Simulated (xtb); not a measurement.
xtb input (GFN2-xTB):

```bash
xtb mol.xyz --gfn 2 --sp --chrg 1 --uhf 0
```
mol.xyz:
```
2

Ir    -0.00000000    -0.00000000    -0.11859591
C      0.00000000     0.00000000     1.52198079
```

End of the output:

```
         :::::::::::::::::::::::::::::::::::::::::::::::::::::
         ::                     SUMMARY                     ::
         :::::::::::::::::::::::::::::::::::::::::::::::::::::
         :: total energy              -5.180243824559 Eh    ::
         :: gradient norm              0.240287022524 Eh/a0 ::
         :: HOMO-LUMO gap              0.394182855893 eV    ::
         ::.................................................::
         :: SCC energy                -5.277130312180 Eh    ::
         :: -> isotropic ES            0.123260377780 Eh    ::
         :: -> anisotropic ES         -0.003026209815 Eh    ::
         :: -> anisotropic XC         -0.044936452793 Eh    ::
         :: -> dispersion             -0.000581737255 Eh    ::
         :: repulsion energy           0.096886487621 Eh    ::
         :: add. restraining           0.000000000000 Eh    ::
         :: total charge               1.000000000000 e     ::
Note: The following floating-point exceptions are signalling: IEEE_DENORMAL
normal termination of xtb
         :::::::::::::::::::::::::::::::::::::::::::::::::::::

           -------------------------------------------------
          |                Property Printout                |
           -------------------------------------------------

    * Orbital Energies and Occupations

         #    Occupation            Energy/Eh            Energy/eV
      -------------------------------------------------------------
         1        2.0000           -0.9172985             -24.9610
         2        2.0000           -0.7672519             -20.8780
         3        2.0000           -0.7672519             -20.8780
         4        2.0000           -0.7439546             -20.2440
         5        2.0000           -0.7439546             -20.2440
         6        1.9990           -0.7373091             -20.0632 (HOMO)
         7        0.0010           -0.7228231             -19.6690 (LUMO)
         8                         -0.6409044             -17.4399
         9                         -0.6409044             -17.4399
        10                         -0.3592337              -9.7752
        11                         -0.3039023              -8.2696
        12                         -0.3039023              -8.2696
        13                          0.4215137              11.4700
      -------------------------------------------------------------
                  HL-Gap            0.0144860 Eh            0.3942 eV
             Fermi-level           -0.7300652 Eh          -19.8661 eV

     #   Z          covCN         q      C6AA      α(0)
     1  77 Ir       0.930     0.767   344.696    37.935
     2   6 C        0.930     0.233    29.365     9.078

 Mol. C6AA /au·bohr⁶  :        572.898992
 Mol. C8AA /au·bohr⁸  :      49969.544256
 Mol. α(0) /au        :         47.013673

Wiberg/Mayer (AO) data.
largest (>0.10) Wiberg bond orders for each atom

 ---------------------------------------------------------------------------
     #   Z sym  total        # sym  WBO       # sym  WBO       # sym  WBO
 ---------------------------------------------------------------------------
     1  77 Ir   3.852 --     2 C    3.852
     2   6 C    3.852 --     1 Ir   3.852
 ---------------------------------------------------------------------------

Topologies differ in total number of bonds
Writing topology from bond orders to xtbtopo.mol

molecular dipole:
                 x           y           z       tot (Debye)
 q only:        0.000       0.000       0.497
   full:        0.000      -0.000      -1.700       4.322
molecular quadrupole (traceless):
                xx          xy          yy          xz          yz          zz
 q only:       -0.981       0.000      -0.981       0.000       0.000       1.962
  q+dip:       -3.014       0.000      -3.014      -0.000      -0.000       6.028
   full:       -2.465       0.000      -2.465      -0.000      -0.000       4.930

           -------------------------------------------------
          | TOTAL ENERGY               -5.180243824559 Eh   |
          | GRADIENT NORM               0.240287022524 Eh/α |
          | HOMO-LUMO GAP               0.394182855893 eV   |
           -------------------------------------------------

------------------------------------------------------------------------
------------------------------------------------------------------------
 total:
 SCF:
```

This state (charge 1, singlet) is run at the relaxed geometry of the species with charge 0 and multiplicity 2.
